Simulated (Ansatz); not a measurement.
```yaml
crystal:
  periodic: [false, false, false]
  atoms:
    - {symbol: Si, position_ang: [-1.967409, -2.024569, -0.774399]}
    - {symbol: Si, position_ang: [-2.108295, 0.805422, -3.470849]}
    - {symbol: Si, position_ang: [-1.976697, 0.705814, 1.971635]}
    - {symbol: Si, position_ang: [-2.114100, 3.403655, -0.858283]}
    - {symbol: Si, position_ang: [0.849326, -2.174959, -3.467629]}
    - {symbol: Si, position_ang: [0.771693, -2.022834, 1.970433]}
    - {symbol: Si, position_ang: [3.469681, -2.173727, -0.843157]}
    - {symbol: Si, position_ang: [0.741864, 0.693359, -0.740457]}
    - {symbol: Si, position_ang: [0.851958, 3.403402, 2.114939]}
    - {symbol: Si, position_ang: [3.467087, 0.806646, 2.115354]}
    - {symbol: Si, position_ang: [-3.336614, -0.788728, -2.242920]}
    - {symbol: Si, position_ang: [-0.748819, -3.411707, -2.240313]}
    - {symbol: Si, position_ang: [-0.616365, -0.673066, 0.615586]}
    - {symbol: Si, position_ang: [-0.643022, 2.040449, -2.098137]}
    - {symbol: Si, position_ang: [-3.344677, 2.171860, 0.732158]}
    - {symbol: Si, position_ang: [-0.740095, 2.171160, 3.342901]}
    - {symbol: Si, position_ang: [2.051787, -0.749645, -2.048477]}
    - {symbol: Si, position_ang: [2.240526, -3.409304, 0.754500]}
    - {symbol: Si, position_ang: [2.237103, -0.786660, 3.342633]}
    - {symbol: Si, position_ang: [2.096454, 2.040647, 0.647301]}
    - {symbol: H, position_ang: [-2.846198, -2.890163, 0.099305]}
    - {symbol: H, position_ang: [-1.375886, 0.123487, -4.593756]}
    - {symbol: H, position_ang: [-3.076088, 1.789118, -4.082954]}
    - {symbol: H, position_ang: [-2.853735, -0.161403, 2.846143]}
    - {symbol: H, position_ang: [-3.079092, 4.021064, -1.841518]}
    - {symbol: H, position_ang: [-1.382700, 4.523693, -0.170423]}
    - {symbol: H, position_ang: [0.166104, -1.426911, -4.578972]}
    - {symbol: H, position_ang: [1.835408, -3.135842, -4.084840]}
    - {symbol: H, position_ang: [-0.103349, -2.889267, 2.847068]}
    - {symbol: H, position_ang: [4.088176, -3.135709, -1.827360]}
    - {symbol: H, position_ang: [4.580129, -1.424754, -0.159497]}
    - {symbol: H, position_ang: [0.164387, 4.521825, 1.380814]}
    - {symbol: H, position_ang: [1.832381, 4.023017, 3.081368]}
    - {symbol: H, position_ang: [4.590761, 0.123932, 1.384859]}
    - {symbol: H, position_ang: [4.078098, 1.791023, 3.083098]}
    - {symbol: H, position_ang: [-3.950370, -1.771407, -3.210628]}
    - {symbol: H, position_ang: [-4.459112, -0.104237, -1.512004]}
    - {symbol: H, position_ang: [-1.737467, -4.044498, -3.191793]}
    - {symbol: H, position_ang: [-0.047299, -4.519301, -1.503499]}
    - {symbol: H, position_ang: [0.223299, 2.920159, -2.969679]}
    - {symbol: H, position_ang: [-4.462273, 1.435904, 0.045170]}
    - {symbol: H, position_ang: [-3.964348, 3.139173, 1.711431]}
    - {symbol: H, position_ang: [-1.720332, 3.138224, 3.961398]}
    - {symbol: H, position_ang: [-0.055071, 1.434650, 4.461296]}
    - {symbol: H, position_ang: [1.505013, -4.517523, 0.052602]}
    - {symbol: H, position_ang: [3.190915, -4.041296, 1.744684]}
    - {symbol: H, position_ang: [3.203664, -1.769349, 3.958116]}
    - {symbol: H, position_ang: [1.504396, -0.101976, 4.463800]}
    - {symbol: H, position_ang: [2.969173, 2.921140, -0.217046]}
basis:
  gaussian: {orbitals: STO-3G}
magnetization: {spin_polarized: true, initial_magnetization: 1}
hamiltonian: {xc: {name: wB97}}
accuracy: high
scf: {omitted_lower_state_checks: [starts]}
```

```sh
$ ansatz run in.yaml --threads 2 --pin off --events-out ev --progress --plain --max-ram 22528MiB --backend cuda --devices 0, --max-vram 18GiB
```

Shortened log:

```
Functional definition: wB97
  name "wB97"
  cite "Chai & Head-Gordon, J. Chem. Phys. 128, 084106 (2008) doi:10.1063/1.2834918"
  cite "Becke, J. Chem. Phys. 107, 8554 (1997) doi:10.1063/1.475007"
  parameter omega = 0.4/bohr
  parameter cx1 = 1.13116
  parameter cx2 = -2.74915
  parameter cx3 = 12.0900
  parameter cx4 = -5.71642
  parameter css1 = -2.55352
  parameter css2 = 11.8926
  parameter css3 = -26.9452
  parameter css4 = 17.0927
  parameter cos1 = 3.99051
  parameter cos2 = -17.0066
  parameter cos3 = 1.07292
  parameter cos4 = 8.88211
  # The coefficients of nought are those of the uniform gas.
  exchange = spin_sum(e_x_unif_sr(omega)*poly(b97_u_x, 1, cx1, cx2, cx3, cx4)) + exact_x_lr(omega)
  correlation = spin_sum(e_c_pw_same_spin*poly(b97_u_same, 1, css1, css2, css3, css4))
      + integral(e_c_pw_opposite_spin*poly(b97_u_opposite, 1, cos1, cos2, cos3, cos4))
these checks for a lower state are left out or cut short: starts
5056 factors; integrals over basis functions are off by at most 2.0e-8 eV
1717 factors; integrals over basis functions are off by at most 1.9e-9 eV
mean field evaluation 1: about -156192.6717 eV, gradient 2.6e1 eV
mean field evaluation 2: about -156198.2288 eV, gradient 1.0e1 eV
mean field evaluation 4: about -156199.1714 eV, gradient 6.8e-1 eV
mean field evaluation 8: about -156198.3553 eV, gradient 6.0e-2 eV
mean field evaluation 16: about -156198.3554 eV, gradient 8.6e-5 eV
mean field -156198.35537820 eV, -5740.1836851009 hartree, gradient 3.4e-8 eV, S^2 0.753057; 0 other end points of the search recorded, 0 dependent functions left out
reference -156198.35537645 eV, -5740.1836850366 hartree; 155, 154 occupied and 54, 55 virtual orbitals, 5056 factors
Total energy: -156198.35537645 eV, -5740.1836850366 hartree
Checks for a lower state left out: starts
```

Hardware: 2 threads of AMD EPYC 7R13 on a shared host and a share (18 GiB) of an NVIDIA H100 80GB HBM3. Wall time 31 s, peak host memory 3.9 GiB.
